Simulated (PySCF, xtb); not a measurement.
C2H10O2Si2, SMILES C[C@@H](O[SiH3])[SiH2]O.

GFN2-xTB run with xtb at its own geometry gives an orbital gap of 5.45 eV and a dipole moment of 0.96 D.

The structure is a stationary point at ωB97X-D3(BJ)/def2-SVP. The structure was generated by enumeration; whether it is a known compound was not checked. One conformer was computed; it need not be the lowest.

Question: What does M06-2X/def2-TZVP in PySCF give? (The exact figures need the calculation; the answer reports its results.)

Answer: gap 9.68 eV (levels -9.04 and 0.64 eV), dipole 2.19 D.
